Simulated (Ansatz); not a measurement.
Isolated molecules relaxed with PBE0-D4/def2-TZVP in Ansatz; ΔE leaves out vibrations. CCSD(T)/CBS is the MP2 limit (def2-TZVPP, def2-QZVPP) plus CCSD(T) − MP2 in def2-TZVPP, frozen cores. DFT in def2-TZVPP. B3LYP here is the variant with VWN-RPA as its local correlation; programs differ in this. One conformer a species, not always the lowest.

`C[SiH](N)[SiH2]O` → `C[SiH2]O[SiH2]N`  (isomerisation)

Problem. Is it downhill or uphill in electronic energy at CCSD(T)/CBS, and by how much? (Best estimate.)

Solution. Computed: Downhill: ΔE = -145.9 kJ/mol.

Problem. What do these levels give: ωB97M-V, B2PLYP, r2SCAN, B3LYP, CCSD(T)/def2-TZVPP, MP2/CBS(def2)? (An estimate is asked.)

Solution. The calculation gave: ωB97M-V -147.0, B2PLYP -151.3, r2SCAN -139.4, B3LYP -147.9, CCSD(T)/def2-TZVPP -146.0, MP2/CBS(def2) -152.1 kJ/mol.

Largest T1 diagnostic among the species: 0.011.

From PBE to PBE0 (25 % exact exchange), in def2-TZVPP and without D4, ΔE moves by −10.9 kJ/mol. In def2-TZVPP, CCSD(T) changes the Hartree–Fock value by +33.7 kJ/mol (the triples alone add +5.0 kJ/mol) and MP2 by +27.5 kJ/mol. The D4 term adds +4.2 kJ/mol with B3LYP and +2.3 kJ/mol with PBE0; it sums over pairs of atoms, weighted by their polarisabilities, and B3LYP, whose exchange is more repulsive, gets the larger term.
